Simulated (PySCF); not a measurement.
Basis-set dependence of population analyses: `N#Cc1ccco1`

Compound: C5H3NO.
Geometry (PBE0-D3(BJ)/def2-SVP, Å), atoms numbered from 1 in this order:
```
atom  x, y, z in Å
N1     3.4343   -0.4158   -0.0171
C2     2.2837   -0.2784    0.0376
C3     0.8834   -0.0772    0.0975
C4     0.1178    1.0543   -0.0301
C5    -1.2305    0.6276    0.1221
C6    -1.1749   -0.7222    0.3288
O7     0.0934   -1.1553    0.3157
H8     0.4884    2.0603   -0.2105
H9    -2.1265    1.2424    0.0834
H10   -1.9365   -1.4797    0.4953
```

PBE0 throughout (PySCF), one geometry, spherical d and f functions. Isolated species at its PBE0-D3(BJ)/def2-SVP geometry, gas phase. The first 7 of 10 kinds of atom are listed.

Mulliken charges (e):

```
        basis  functions      N1      C2      C3      C4      C5      C6      O7
       STO-3G         38  -0.172  +0.072  +0.077  -0.096  -0.115  +0.017  -0.113
     pcSseg-0         69  -0.325  +0.131  +0.223  -0.093  -0.328  +0.152  -0.585
        6-31G         69  -0.241  +0.062  +0.185  -0.057  -0.266  +0.131  -0.468
       6-31G*        104  -0.346  +0.162  +0.301  -0.181  -0.239  +0.083  -0.404
      cc-pVDZ        113  -0.116  -0.067  +0.208  -0.033  -0.034  +0.113  -0.162
     def2-SVP        113  +0.029  -0.019  -0.041  +0.003  -0.059  +0.151  -0.207
     pcSseg-1        134  -0.231  +0.111  +0.226  -0.105  -0.151  +0.170  -0.358
  aug-cc-pVDZ        188  -0.276  -0.463  +1.069  +0.450  +0.809  +0.198  -0.562
6-311+G(2d,p)        207  -0.292  -0.378  +0.793  -0.202  -0.105  +0.043  -0.263
    def2-TZVP        235  +0.016  -0.260  +0.336  -0.225  -0.128  -0.020  -0.178
      cc-pVTZ        252  -0.098  -0.032  +0.149  -0.170  -0.160  -0.015  -0.107
     IGLO-III        275  -0.295  +0.017  +0.342  -0.118  -0.106  +0.078  -0.246
```

IAO charges (e):

```csv
basis,functions,N1,C2,C3,C4,C5,C6,O7
STO-3G,38,-0.138,+0.067,+0.038,-0.158,-0.190,-0.021,-0.071
pcSseg-0,69,-0.203,+0.126,+0.091,-0.175,-0.214,+0.025,-0.195
6-31G,69,-0.207,+0.126,+0.097,-0.176,-0.211,+0.010,-0.197
6-31G*,104,-0.217,+0.128,+0.111,-0.170,-0.209,+0.037,-0.210
cc-pVDZ,113,-0.208,+0.122,+0.112,-0.175,-0.213,+0.034,-0.205
def2-SVP,113,-0.206,+0.121,+0.109,-0.171,-0.209,+0.037,-0.205
pcSseg-1,134,-0.217,+0.131,+0.109,-0.174,-0.213,+0.035,-0.210
aug-cc-pVDZ,188,-0.222,+0.133,+0.114,-0.177,-0.217,+0.033,-0.212
"6-311+G(2d,p)",207,-0.224,+0.134,+0.113,-0.176,-0.217,+0.034,-0.213
def2-TZVP,235,-0.223,+0.133,+0.115,-0.177,-0.217,+0.036,-0.214
cc-pVTZ,252,-0.221,+0.132,+0.115,-0.177,-0.217,+0.035,-0.213
IGLO-III,275,-0.224,+0.134,+0.114,-0.177,-0.218,+0.034,-0.214
```

Hirshfeld charges (e):

```json
{"basis": "STO-3G", "functions": "38", "N1": "-0.153", "C2": "+0.037", "C3": "+0.054", "C4": "-0.045", "C5": "-0.061", "C6": "+0.026", "O7": "-0.004"}
{"basis": "pcSseg-0", "functions": "69", "N1": "-0.186", "C2": "+0.059", "C3": "+0.059", "C4": "-0.057", "C5": "-0.075", "C6": "+0.029", "O7": "-0.041"}
{"basis": "6-31G", "functions": "69", "N1": "-0.192", "C2": "+0.063", "C3": "+0.064", "C4": "-0.055", "C5": "-0.075", "C6": "+0.027", "O7": "-0.059"}
{"basis": "6-31G*", "functions": "104", "N1": "-0.204", "C2": "+0.066", "C3": "+0.065", "C4": "-0.052", "C5": "-0.074", "C6": "+0.031", "O7": "-0.050"}
{"basis": "cc-pVDZ", "functions": "113", "N1": "-0.192", "C2": "+0.057", "C3": "+0.059", "C4": "-0.057", "C5": "-0.077", "C6": "+0.027", "O7": "-0.029"}
{"basis": "def2-SVP", "functions": "113", "N1": "-0.197", "C2": "+0.064", "C3": "+0.061", "C4": "-0.057", "C5": "-0.077", "C6": "+0.030", "O7": "-0.036"}
{"basis": "pcSseg-1", "functions": "134", "N1": "-0.201", "C2": "+0.067", "C3": "+0.062", "C4": "-0.055", "C5": "-0.076", "C6": "+0.032", "O7": "-0.047"}
{"basis": "aug-cc-pVDZ", "functions": "188", "N1": "-0.204", "C2": "+0.067", "C3": "+0.061", "C4": "-0.056", "C5": "-0.077", "C6": "+0.031", "O7": "-0.053"}
{"basis": "6-311+G(2d,p)", "functions": "207", "N1": "-0.206", "C2": "+0.067", "C3": "+0.059", "C4": "-0.053", "C5": "-0.076", "C6": "+0.033", "O7": "-0.054"}
{"basis": "def2-TZVP", "functions": "235", "N1": "-0.206", "C2": "+0.067", "C3": "+0.061", "C4": "-0.055", "C5": "-0.077", "C6": "+0.032", "O7": "-0.050"}
{"basis": "cc-pVTZ", "functions": "252", "N1": "-0.204", "C2": "+0.066", "C3": "+0.061", "C4": "-0.056", "C5": "-0.077", "C6": "+0.030", "O7": "-0.045"}
{"basis": "IGLO-III", "functions": "275", "N1": "-0.206", "C2": "+0.068", "C3": "+0.061", "C4": "-0.055", "C5": "-0.076", "C6": "+0.032", "O7": "-0.052"}
```

ESP-fitted charges (e):

```json
{"basis": "STO-3G", "functions": "38", "N1": "-0.346", "C2": "+0.276", "C3": "+0.096", "C4": "-0.130", "C5": "-0.173", "C6": "+0.051", "O7": "-0.104"}
{"basis": "pcSseg-0", "functions": "69", "N1": "-0.439", "C2": "+0.363", "C3": "+0.178", "C4": "-0.241", "C5": "-0.248", "C6": "+0.038", "O7": "-0.232"}
{"basis": "6-31G", "functions": "69", "N1": "-0.425", "C2": "+0.346", "C3": "+0.157", "C4": "-0.205", "C5": "-0.220", "C6": "+0.019", "O7": "-0.214"}
{"basis": "6-31G*", "functions": "104", "N1": "-0.389", "C2": "+0.280", "C3": "+0.136", "C4": "-0.208", "C5": "-0.212", "C6": "-0.045", "O7": "-0.118"}
{"basis": "cc-pVDZ", "functions": "113", "N1": "-0.362", "C2": "+0.244", "C3": "+0.136", "C4": "-0.212", "C5": "-0.207", "C6": "-0.062", "O7": "-0.092"}
{"basis": "def2-SVP", "functions": "113", "N1": "-0.381", "C2": "+0.270", "C3": "+0.144", "C4": "-0.205", "C5": "-0.215", "C6": "-0.032", "O7": "-0.121"}
{"basis": "pcSseg-1", "functions": "134", "N1": "-0.394", "C2": "+0.274", "C3": "+0.167", "C4": "-0.228", "C5": "-0.231", "C6": "-0.042", "O7": "-0.131"}
{"basis": "aug-cc-pVDZ", "functions": "188", "N1": "-0.394", "C2": "+0.254", "C3": "+0.184", "C4": "-0.224", "C5": "-0.202", "C6": "-0.080", "O7": "-0.109"}
{"basis": "6-311+G(2d,p)", "functions": "207", "N1": "-0.392", "C2": "+0.247", "C3": "+0.190", "C4": "-0.232", "C5": "-0.204", "C6": "-0.096", "O7": "-0.106"}
{"basis": "def2-TZVP", "functions": "235", "N1": "-0.387", "C2": "+0.236", "C3": "+0.203", "C4": "-0.235", "C5": "-0.205", "C6": "-0.084", "O7": "-0.108"}
{"basis": "cc-pVTZ", "functions": "252", "N1": "-0.381", "C2": "+0.235", "C3": "+0.192", "C4": "-0.235", "C5": "-0.198", "C6": "-0.084", "O7": "-0.102"}
{"basis": "IGLO-III", "functions": "275", "N1": "-0.391", "C2": "+0.244", "C3": "+0.197", "C4": "-0.228", "C5": "-0.201", "C6": "-0.084", "O7": "-0.111"}
```

Problem. Which scheme is steadiest as the basis changes?

Solution. Largest range over the bases for any column: Hirshfeld 0.06 e, IAO 0.14 e, ESP-fitted 0.15 e, Mulliken 1.14 e. Hirshfeld charges move least and Mulliken charges most, counted in e. Without the minimal STO-3G basis the ranges are Hirshfeld 0.03, IAO 0.03, ESP-fitted 0.14, Mulliken 1.14 e.

Problem. How much do the charges still move between the two largest bases, cc-pVTZ and IGLO-III?

Solution. At most, over all atoms: Mulliken 0.198 e, IAO 0.003 e, Hirshfeld 0.007 e, ESP-fitted 0.010 e.

Problem. What do the same runs give for the total energy, the frontier levels and the dipole moment?

Solution. 
| basis | energy (Eh) | HOMO (eV) | LUMO (eV) | μ (D) |
| --- | --- | --- | --- | --- |
| STO-3G | -317.8207 | -5.52 | 1.44 | 3.59 |
| pcSseg-0 | -321.1514 | -7.70 | -1.49 | 4.95 |
| 6-31G | -321.7887 | -7.33 | -1.17 | 4.85 |
| 6-31G* | -321.8904 | -7.13 | -1.09 | 4.73 |
| cc-pVDZ | -321.9205 | -7.22 | -1.20 | 4.53 |
| def2-SVP | -321.6595 | -7.36 | -1.31 | 4.60 |
| pcSseg-1 | -321.8590 | -7.45 | -1.44 | 4.78 |
| aug-cc-pVDZ | -321.9364 | -7.38 | -1.47 | 4.85 |
| 6-311+G(2d,p) | -321.9848 | -7.40 | -1.49 | 4.90 |
| def2-TZVP | -322.0144 | -7.37 | -1.44 | 4.83 |
| cc-pVTZ | -322.0038 | -7.34 | -1.38 | 4.77 |
| IGLO-III | -322.0171 | -7.39 | -1.48 | 4.86 |

The dipole is fixed by the density alone, so its range of 1.36 D shows that the density itself changes with the basis, not only its division among atoms.
